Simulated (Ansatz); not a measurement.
Consider the ligand exchange at the Si–O bond: `CB(S)O[SiH3]` + `O[CH2][ZnH]` → `[SiH3]O[CH2][ZnH]` + `CB(O)S`.

Isolated molecules relaxed with PBE0-D4/def2-TZVP in Ansatz; ΔE leaves out vibrations. CCSD(T)/CBS adds triple-zeta CCSD(T) − MP2 to the extrapolated MP2 energy (def2 sets, frozen cores). DFT in def2-TZVPP. HSE06 is defined as in plane-wave codes. For Zn outer-core shells are correlated without core-valence functions, which leaves a few kJ/mol of doubt a bond. Scalar relativity is left out up to krypton. Each species was taken in one conformer, which may not be the lowest.

```
             level  ΔE (kcal/mol)  difference from CCSD(T)/CBS
       LDA (SPW92)           -2.5                          0.1
         revPBE-D4           -2.4                          0.2
            B97M-V           -2.6                          0.0
          HSE06-D4           -2.5                          0.1
              BLYP           -2.3                          0.3
           r2SCANh           -2.8                         -0.2
           r2SCAN0           -2.8                         -0.2
             HSE06           -2.8                         -0.2
             BHLYP           -2.7                         -0.1
     CCSD/def2-SVP           -5.3                         -2.7
SCS-MP2/def2-TZVPP           -3.3                         -0.7
   CCSD/def2-TZVPP           -3.2                         -0.6
CCSD(T)/def2-TZVPP           -3.2                         -0.6
     HF/def2-QZVPP           -2.8                         -0.2
SCS-MP2/def2-QZVPP           -3.0                         -0.4
     MP2/CBS(def2)           -2.9                         -0.3
       CCSD(T)/CBS           -2.6                            0
```

Largest T1 diagnostic among the species: 0.014.

Leaving LDA and LC-ωPBE aside and taking each functional with its dispersion term where it has one, the values, not all of them listed here, spread over 1.4 kcal/mol, from PBE-QIDH to BLYP-D4. At CCSD(T), def2-SVP lies −2.7 kcal/mol from the extrapolated value and def2-TZVPP −0.6 kcal/mol.
